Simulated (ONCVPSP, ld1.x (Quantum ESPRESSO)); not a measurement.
## Potentials for tin compared

Generated with ld1.x 7.5 (TM, RRKJ, ultrasoft, PAW), atompaw 4.2 or ONCVPSP 4.0.1. The cutoff is in Ry: for ld1.x and atompaw files where the sum of valence levels is converged to 10 mRy in a Bessel basis, for ONCV files where the hardest occupied wave has 1 mHa per electron of residual kinetic energy. The error is the largest all-electron minus pseudo excitation energy over each file’s own four to seven test configurations (ionisations up to +4, promotions, holes and added fractions of an electron), all of which were solved. The labels leave out finer settings (local radius, basis sizes, second energies), which also bear on the numbers. Spin-polarised tests are not counted. The rows are a selection from randomly drawn settings: files with unsolved tests, undetermined cutoffs or missed reference levels are left out.

A true bound ghost makes a file unfit for plane-wave use even where its test errors are small: the radial tests pick states by their node count and pass the ghost by.

```tsv
potential	cutoff (Ry)	largest error (meV)	bound ghosts
ONCV, PBEsol, scalar-relativistic, rc 1.55/1.75/1.22 (spd), local d, core correction yes, reference 4s2 4p6 4d10 5s2 5p1, qcut 10.2/9.6/7.8, projectors 2/2/0	207	-13	none
ONCV, PBE, scalar-relativistic, rc 1.70/2.25/1.35 (spd), local d, core correction yes, reference 4d10 5s2 5p1.75, qcut 4.4/4.2/13.9, projectors 2/2/0	98	-1.7	s, p
ONCV, PBEsol, scalar-relativistic, rc 2.10/2.00/1.65 (spd), local smoothed, core correction no, reference 4d10 5s2 5p1, qcut 2.9/3.8/10.2, projectors 1/2/3	74	+11	none
```

Question: Fill in the row for Sn: ONCV, LDA (Perdew-Wang 92), scalar-relativistic, rc 2.10/1.20/0.95 (spd), local smoothed, core correction yes, reference 4p6 4d10 5s2 5p2, qcut 3.4/10.1/10, projectors 2/2/2.

Answer: cutoff 91 Ry, largest error -30 meV, bound ghosts: s.

Question: Fill in the row for Sn: TM, Wu–Cohen, scalar-relativistic, rc 1.45/1.90/1.60 (spd), local smoothed, core correction yes, reference 4d10 5s2 5p1.

Answer: cutoff 90 Ry, largest error -164 meV, bound ghosts: s, p.
